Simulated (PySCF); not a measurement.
Sn(30+) (tin, charge +30) across methods

[Ar] 3d2, high-spin 3F determinant. All numbers are calculated (PySCF 2.14, the spin-free X2C one-electron Hamiltonian (Gaussian nucleus), in an even-tempered Gaussian basis (18 s from 4.4 bohr⁻², ratio 2.5; 12 p from 5.7 bohr⁻², ratio 2.5; 8 d from 5.7 bohr⁻², ratio 2.5; 4 f from 20 bohr⁻², ratio 2.7; 3 g from 30 bohr⁻², ratio 2.7)).

```csv
method,E (hartree),mean ε 3p α (eV),mean ε 3p β (eV),mean ε 3d α (eV),Σ⟨r²⟩ (bohr²),⟨S²⟩
PBEsol,-5548.49,-1903.0,-1895.4,-1717.2,1.175,2.000
r2SCAN,-5551.62,-1908.1,-1899.3,-1722.3,1.175,2.000
UHF,-5550.37432,-1948.2,-1931.5,-1760.7,1.176,2.000
PBE0,-5551.26,-1915.2,-1905.5,-1729.1,1.175,2.000
PBE,-5551.24,-1903.5,-1896.1,-1718.1,1.175,2.000
r2SCAN0,-5551.55,-1918.5,-1907.8,-1732.2,1.175,2.000
```

Question: Estimate the same row for LDA.

Answer: E (hartree) = -5545.34; mean ε 3p α (eV) = -1902.7; mean ε 3p β (eV) = -1895.1; mean ε 3d α (eV) = -1716.7; Σ⟨r²⟩ (bohr²) = 1.176; ⟨S²⟩ = 2.000.

Spin-orbit coupling, absent here, splits the open shell strongly.
